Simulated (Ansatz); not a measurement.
A run for Ansatz (an electronic-structure program): R-wB97M-V/def2-TZVPP on FHSi (SMILES F[SiH]), atoms moved off the minimum.

Ansatz 0.2 input:
```yaml
crystal:
  periodic: [false, false, false]
  atoms:
    - {symbol: Si, position_ang: [-0.18264275, -0.33673007, 0.44059703]}
    - {symbol: H, position_ang: [-1.10561136, -1.25689553, -0.56766865]}
    - {symbol: F, position_ang: [0.47961301, 0.68158356, -0.61274164]}
basis:
  gaussian:
    orbitals: def2-TZVPP
hamiltonian:
  xc: {name: wB97M-V}
scf: {lower_state_search: off}
output: {forces: true}
```

What total energy does the run end on?

-389.9407 hartree.
